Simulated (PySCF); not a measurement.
# Exact mass, isotope pattern and composition

Species: `BOBSC`.

Calculated from tabulated atomic weights, isotope masses and abundances; no fragmentation.

Problem. Molar mass and exact mass?

Solution. For CH6B2OS, with standard atomic weights, 2 × 10.810 + 1 × 15.999 + 1 × 32.060 + 1 × 12.011 + 6 × 1.008 = 87.738 g/mol. From the most abundant isotopes (11B, 16O, 32S, 12C, 1H), 2 × 11.009305 + 1 × 15.994915 + 1 × 31.972071 + 1 × 12.000000 + 6 × 1.007825 = 88.0325 u.

Problem. What cluster does the molecular ion M+• show when like nominal masses merge?

Solution. 
```json
{"nominal mass": "86", "m/z (centroid)": "86.0393", "relative intensity": "6.1"}
{"nominal mass": "87", "m/z (centroid)": "87.0356", "relative intensity": "49.2"}
{"nominal mass": "88", "m/z (centroid)": "88.0321", "relative intensity": "100.0"}
{"nominal mass": "89", "m/z (centroid)": "89.0328", "relative intensity": "4.3"}
{"nominal mass": "90", "m/z (centroid)": "90.0282", "relative intensity": "4.7"}
```

Lines under 0.1 % of the tallest are left out. One electron mass, 0.00055 u, is taken off. Abundances used (%; other tables differ somewhat): 10B 19.9, 11B 80.1; 16O 99.757, 17O 0.038, 18O 0.205; 32S 94.93, 33S 0.76, 34S 4.29, 36S 0.02; 12C 98.93, 13C 1.07; 1H 99.9885, 2H 0.0115.

Problem. What resolving power m/Δm just matches the spacing of the species with one 33S and with one 13C?

Solution. They lie 0.00397 u apart at mass 89.03, so m/Δm is about 22000.

Problem. Resolve the fine structure: one atom at a time replaced by a minor isotope.

Solution. Intensity in % of the monoisotopic species:

```
isotope  mass shift (u)      m/z  intensity (%)
    10B        -0.99637  87.0356          49.69
    33S        +0.99939  89.0314           0.80
    13C        +1.00335  89.0354           1.08
    17O        +1.00422  89.0362           0.04
     2H        +1.00628  89.0383           0.07
    34S        +1.99580  90.0278           4.52
    18O        +2.00425  90.0362           0.21
    36S        +3.99501  92.0270           0.02
```

Species under 0.02 % are left out.

Problem. Give the mass fraction of each element.

Solution. B 24.64 %, O 18.23 %, S 36.54 %, C 13.69 %, H 6.89 %.

Problem. Which m/z would the protonated, sodiated and deprotonated molecule have?

Solution. [M+H]+ 89.0398, [M+Na]+ 111.0218, [M−H]− 87.0253, for the monoisotopic species (arithmetic only; whether such ions form is another matter).

Problem. Protons, neutrons, electrons, and exact less nominal mass of the monoisotopic species?

Solution. 46 protons, 42 neutrons and 46 electrons; 88.0325 − 88 = +0.0325 u.
